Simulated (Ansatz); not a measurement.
`OB[SiH](O)F` and `CS[SiH](O)F` differ in one atom or group.

Ansatz, PBE0-D4/def2-TZVP geometries, multiplicity 1. Each molecule was computed in one conformer, which needn't be the lowest.

```
                                        property  `OB[SiH](O)F`
             HOMO–LUMO gap (PBE/def2-TZVPP) / eV           4.32
             HOMO energy (B3LYP/def2-TZVPP) / eV          -7.72
size of the dipole moment (B3LYP/def2-TZVPP) / D           1.78
           HOMO–LUMO gap (B3LYP/def2-TZVPP) / eV           6.27
           HOMO energy (ωB97M-V/def2-TZVPP) / eV         -10.08
              LUMO energy (PBE0/def2-TZVPP) / eV          -1.24
```

(1) What does the change do to each property? (Estimate.)

## Answers

(1) Ansatz gave: 
```json
{"property": "HOMO–LUMO gap (PBE/def2-TZVPP) / eV", "`CS[SiH](O)F`": "5.08", "shift": "0.76"}
{"property": "HOMO energy (B3LYP/def2-TZVPP) / eV", "`CS[SiH](O)F`": "-7.05", "shift": "0.67"}
{"property": "size of the dipole moment (B3LYP/def2-TZVPP) / D", "`CS[SiH](O)F`": "1.29", "shift": "-0.49"}
{"property": "HOMO–LUMO gap (B3LYP/def2-TZVPP) / eV", "`CS[SiH](O)F`": "6.74", "shift": "0.47"}
{"property": "HOMO energy (ωB97M-V/def2-TZVPP) / eV", "`CS[SiH](O)F`": "-9.49", "shift": "0.59"}
{"property": "LUMO energy (PBE0/def2-TZVPP) / eV", "`CS[SiH](O)F`": "-0.05", "shift": "1.19"}
```

With PBE0 the HOMO rises by 0.60 eV and the LUMO rises by 1.19 eV, so the gap widens by about 0.59 eV. PBE moves the HOMO by 0.50 eV and ωB97M-V by 0.59 eV. Dipoles are sizes alone; their direction can turn.

B3LYP here is the variant with VWN-RPA as its local correlation; programs differ in this.
